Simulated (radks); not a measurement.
The numbers below are computed, except where a source is named.
Orbital eigenvalues (eV) of the nickel ion Ni+, [Ar] 3d9, at several levels of relativity; Dirac values are averaged over j with weights 2j + 1. Spin-unpolarised spherical Kohn-Sham, PBE, point nucleus unless stated (finite: rms radius 3.7757 fm), a radial shooting solver on a logarithmic mesh with Libxc functionals. A level marked "c x" has the speed of light scaled by that factor and shares open shells by 2j + 1; other Dirac levels either fill j = l - 1/2 first or share by 2j + 1.

shell  non-rel.  Dirac, 2j+1 shares  Dirac, low j first  Dirac, 2j+1 shares, finite nucleus  change of magnitude, last against first (%)
1s      -8125.3             -8213.6             -8213.6                             -8213.5                                        +1.09
2s      -965.06             -984.04             -984.02                             -984.04                                        +1.97
2p      -842.83             -847.06             -847.03                             -847.06                                        +0.50
3s      -111.09             -114.30             -114.29                             -114.30                                        +2.89
3p      -73.899             -74.817             -74.805                             -74.817                                        +1.24
3d      -13.048             -12.963             -12.954                             -12.963                                        -0.65
